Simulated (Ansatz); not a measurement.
Born–Oppenheimer molecular dynamics of F$_{3}$HOZr (6 atoms, charge 0, multiplicity 1). It starts from a relaxed structure.

Computed with RKS PBE0/def2-SVP (Ansatz 0.2.0).

- ensemble: NVT, Nosé–Hoover chain
- time step: 0.5 fs
- steps asked: 300
- set temperature: 2000 K
- thermostat: time constant 300 fs, chain length 5
- seed: 384074

First frame:

```xyz
6
Properties=species:S:1:pos:R:3
Zr -0.004 0.023 0.100
F 0.156 0.259 1.983
F 1.736 -0.096 -0.667
F -0.916 1.521 -0.645
O -0.976 -1.567 -0.267
H -1.466 -2.368 -0.450
```

Task: How far do the bonds stretch over the last three quarters of this one trajectory? (Pairs bonded in most of those frames.)

Result: 
```json
{"bond": "Zr1–F2", "mean (Å)": "1.904", "spread (Å)": "0.040", "shortest": "1.84", "longest": "1.98"}
{"bond": "Zr1–F3", "mean (Å)": "1.918", "spread (Å)": "0.106", "shortest": "1.77", "longest": "2.07"}
{"bond": "Zr1–F4", "mean (Å)": "1.912", "spread (Å)": "0.010", "shortest": "1.89", "longest": "1.92"}
{"bond": "Zr1–O5", "mean (Å)": "1.917", "spread (Å)": "0.086", "shortest": "1.79", "longest": "2.05"}
{"bond": "O5–H6", "mean (Å)": "0.958", "spread (Å)": "0.003", "shortest": "0.95", "longest": "0.96"}
```

Mean temperature of the second half: 1114 K. The conserved energy stayed within 0.097 meV per atom of its start (net change 0.028 meV per atom), so the integration is sound. The mean temperature of the second half is 44 % below the set value. A run of 0.15 ps of so small a system gives no equilibrium averages.

Run time: 13 min on 2 threads of Arm Neoverse V1, with other jobs on the host, peak memory 0.19 GiB.
